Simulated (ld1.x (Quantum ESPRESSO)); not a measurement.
# Logarithmic derivatives: S (Z = 16), TM

```json
{
 "Element": "sulfur",
 "Generator": "ld1.x (Quantum ESPRESSO) 7.5",
 "Type": "norm-conserving Troullier–Martins (Kleinman–Bylander form)",
 "Functional": "LDA (PZ)",
 "Relativity": "fully relativistic",
 "Frozen core": "[Ne]",
 "Valence charge": "6",
 "Reference configuration": "3s2 3p4",
 "Partial waves": "3p (bound): rc 1.60 bohr; 3d channel at 0.15 Ry: rc 1.55 bohr; 3s (bound): rc 1.35 bohr",
 "Local potential": "the s channel",
 "Core correction": "a·sin(br)/r model core, default radius (core density twice the valence density)"
}
```

Open shells are filled in proportion to 2j + 1 (rel_dist='average').

The phase is arctan(r·u′/u) with u = r·R(r), unwrapped; energies in Ry, scanned from -3 to 5 Ry. A pole is an energy at which the radial function vanishes at the test radius. The pseudo phase is shifted by a multiple of π to meet the all-electron one at the reference energy, and phase errors are pseudo minus all-electron; the curves can meet again beyond the range given. Levels narrower than the energy grid can be missing from the lists of poles.

For each channel, where are the poles, and over which energies does the pseudopotential scatter like the atom?

```json
{"channel": "s", "radius (bohr)": "1.75", "reference energy (Ry)": "-1.27", "poles, all-electron": "1.85", "poles, pseudo": "1.75", "unbroken range about the reference energy with phases within 0.05 rad": "the whole range", "phase error 1 Ry above the reference energy (rad)": "-0.002"}
{"channel": "p1/2", "radius (bohr)": "1.75", "reference energy (Ry)": "-0.53", "poles, all-electron": "2.99", "poles, pseudo": "2.85", "unbroken range about the reference energy with phases within 0.05 rad": "the whole range", "phase error 1 Ry above the reference energy (rad)": "-0.003"}
{"channel": "p3/2", "radius (bohr)": "1.75", "reference energy (Ry)": "-0.52", "poles, all-electron": "3.02", "poles, pseudo": "2.88", "unbroken range about the reference energy with phases within 0.05 rad": "the whole range", "phase error 1 Ry above the reference energy (rad)": "-0.003"}
{"channel": "d3/2", "radius (bohr)": "1.75", "reference energy (Ry)": "0.15", "poles, all-electron": "3.96", "poles, pseudo": "4.09", "unbroken range about the reference energy with phases within 0.05 rad": "the whole range", "phase error 1 Ry above the reference energy (rad)": "+0.005"}
{"channel": "d5/2", "radius (bohr)": "1.75", "reference energy (Ry)": "0.15", "poles, all-electron": "3.96", "poles, pseudo": "4.09", "unbroken range about the reference energy with phases within 0.05 rad": "the whole range", "phase error 1 Ry above the reference energy (rad)": "+0.005"}
```

Phases in the d3/2 channel:

```json
{"E (Ry)": "-3.00", "all-electron": "1.250", "pseudo": "1.250"}
{"E (Ry)": "-2.52", "all-electron": "1.223", "pseudo": "1.224"}
{"E (Ry)": "-2.04", "all-electron": "1.189", "pseudo": "1.190"}
{"E (Ry)": "-1.56", "all-electron": "1.145", "pseudo": "1.145"}
{"E (Ry)": "-1.08", "all-electron": "1.083", "pseudo": "1.083"}
{"E (Ry)": "-0.60", "all-electron": "0.991", "pseudo": "0.991"}
{"E (Ry)": "-0.12", "all-electron": "0.840", "pseudo": "0.840"}
{"E (Ry)": "0.36", "all-electron": "0.567", "pseudo": "0.567"}
{"E (Ry)": "0.84", "all-electron": "0.058", "pseudo": "0.059"}
{"E (Ry)": "1.32", "all-electron": "-0.593", "pseudo": "-0.587"}
{"E (Ry)": "1.80", "all-electron": "-1.027", "pseudo": "-1.020"}
{"E (Ry)": "2.28", "all-electron": "-1.258", "pseudo": "-1.250"}
{"E (Ry)": "2.76", "all-electron": "-1.392", "pseudo": "-1.383"}
{"E (Ry)": "3.24", "all-electron": "-1.480", "pseudo": "-1.470"}
{"E (Ry)": "3.72", "all-electron": "-1.544", "pseudo": "-1.532"}
{"E (Ry)": "4.20", "all-electron": "-1.595", "pseudo": "-1.581"}
{"E (Ry)": "4.68", "all-electron": "-1.639", "pseudo": "-1.622"}
```
